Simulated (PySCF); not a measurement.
FGaH6Si2, SMILES [F][Ga]([SiH3])[SiH3].

Geometry: PBE-D3(BJ)/def2-SVP. The structure was generated by enumeration; whether it is a known compound was not checked.

Calculation: PySCF with TDA-M06-2X/def2-SVPD.

Vertical excitations. Isolated molecule, no solvent.

Computed lowest excited states:
```csv
state,energy (eV),λ (nm),f,main pairs
S1,3.89,319,0.000,HOMO→LUMO 99 %
S2,5.68,218,0.006,"HOMO→LUMO+2 82 %, HOMO→LUMO+1 12 %"
S3,6.23,199,0.578,HOMO→LUMO+1 83 %
S4,6.63,187,0.057,HOMO−1→LUMO 92 %
S5,6.86,181,0.366,"HOMO→LUMO+3 74 %, HOMO−3→LUMO 16 %"
S6,6.99,177,0.147,HOMO→LUMO+5 80 %
S7,7.03,176,0.016,"HOMO−2→LUMO 39 %, HOMO→LUMO+4 29 %, HOMO→LUMO+6 17 %, HOMO→LUMO+5 6 %"
S8,7.12,174,0.023,"HOMO−2→LUMO 52 %, HOMO→LUMO+4 27 %, HOMO→LUMO+6 13 %"
S9,7.26,171,0.009,HOMO−5→LUMO 91 %
S10,7.30,170,0.006,HOMO−4→LUMO 86 %
T1,3.34,371,0,HOMO→LUMO 98 %
T2,5.11,243,0,"HOMO→LUMO+2 77 %, HOMO→LUMO+1 13 %"
T3,5.24,236,0,"HOMO→LUMO+1 57 %, HOMO→LUMO+2 18 %, HOMO→LUMO+3 17 %"
T4,5.44,228,0,HOMO−1→LUMO 79 %
```
Triplets are in the Tamm–Dancoff approximation.
